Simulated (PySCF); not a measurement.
# One molecule, several mistakes: BH3NOSi anion

All numbers below are calculated, not measured. They come from PySCF 2.14.0, an open-source quantum chemistry program, on an isolated molecule that a program drew, which may never have been made. The molecule is BH3NOSi anion (charge -1, singlet), drawn as the SMILES string `[O-]B=N[SiH3]`.

Each row is a Hartree-Fock (HF) and frozen-core CCSD(T) single point in the aug-cc-pV(D+d)Z basis, meant for a local HF minimum. Run 1 is clean. Each other run has one planted mistake out of seven kinds, and not every kind appears here: one electron removed, one electron added, multiplicity raised by two, geometry at a saddle point, minimal basis STO-3G, one bond length entered in bohr, all coordinates scaled. The reference is restricted for singlets and unrestricted otherwise, and also for a bond in bohr. Adding or removing an electron swaps singlet and doublet. Electrons count all cores. HOMO and LUMO are orbital energies over both spins, the gradient is its largest component, and the lowest frequency (negative if imaginary) is given only where the gradient is small. Bond lengths are over the 6 bonds as drawn. T1 is the CCSD diagnostic: over 0.02 (restricted) or 0.045 (unrestricted) a single reference is doubtful.

Geometry of the clean run:
```xyz
7
BH3NOSi anion, angstrom
O     1.1118   -5.0733    0.2325
B     0.7257   -3.9028    0.3288
N     0.3074   -2.6593    0.4768
Si   -0.0545   -1.1711   -0.1192
H    -0.4832   -0.2003    0.9440
H    -1.1809   -1.1220   -1.1185
H     1.0683   -0.4539   -0.8229
```

| run | electrons | basis functions | <S^2> | HOMO (eV) | LUMO (eV) | gradient (hartree/bohr) | lowest frequency (cm^-1) | mean bond (Å) | longest bond (Å) | T1 | HF (hartree) | CCSD(T) (hartree) | mistake |
|---|---|---|---|---|---|---|---|---|---|---|---|---|---|
| 1 | 38 | 128 | 0.000 | -5.09 | 3.64 | 1.7e-05 | 33 | 1.4526 | 1.643 | 0.0161 | -444.83986 | -445.44676 | no fault |
| 2 | 38 | 128 | 2.039 | 0.76 | 1.99 | 9.9e-02 | - | 1.4526 | 1.643 | 0.0771 | -444.70129 | -445.28122 | multiplicity raised by two |
| 3 | 37 | 128 | 0.815 | -12.08 | -1.25 | 9.3e-02 | - | 1.4526 | 1.643 | 0.0301 | -444.73026 | -445.29973 | one electron removed |
| 4 | 38 | 27 | 0.000 | 1.02 | 18.58 | 3.6e-02 | - | 1.4526 | 1.643 | 0.0192 | -439.22571 | -439.45876 | ? |

**Which mistake was planted in run 4, and what did it cost?**

It has 27 basis functions where the clean run has 128, with the same electrons and geometry. So the mistake is: minimal basis STO-3G. Subtracting run 1 and multiplying by 627.51 kcal/mol a hartree, the energy moved by 3522.9 kcal/mol in HF and 3757.5 kcal/mol in CCSD(T).

Cautions from the logs. Run 2: T1 is over the limit, so its CCSD(T) energy is less reliable and the HOMO is above zero, so the electron isn't bound and the energy depends on the basis; run 4: the HOMO is above zero, so the electron isn't bound and the energy depends on the basis.
